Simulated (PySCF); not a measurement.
# How methods differ on the ionisation energy of Sm³¹⁺

Sm³¹⁺ [Ar] 3d10 4s2 4p1 [4p1/2^1, M_J = 1/2] → Sm³²⁺ [Ar] 3d10 4s2, as a difference of total energies. Computed with PySCF 2.14 in an even-tempered Gaussian basis (17 s from 2.9 bohr⁻², ratio 2.8; 13 p from 3.8 bohr⁻², ratio 2.8; 8 d from 6.8 bohr⁻², ratio 2.8; 4 f from 17 bohr⁻², ratio 3), with the two-component X2C-1e Hamiltonian. Correlated levels: [Ne] frozen; the 74 highest virtual spinors dropped. "Screened" scales the spin-orbit matrix elements by Boettger's factors to mimic the two-electron term; Breit and QED terms are absent.

| method | ionisation energy (eV) |
| --- | --- |
| GHF (spin-free) | 1195.7 |
| GMP2 (spin-free) | 1196.5 |
| GHF (screened spin-orbit) | 1222.3 |
| GMP2 (screened spin-orbit) | 1223.0 |

Breit and QED terms and the two-electron picture change are absent.

The spin-free rows lack the spin-orbit shift.

For comparison: 1226 ± 4 eV (theoretical estimate listed by NIST; NIST Atomic Spectra Database, ionization energies).
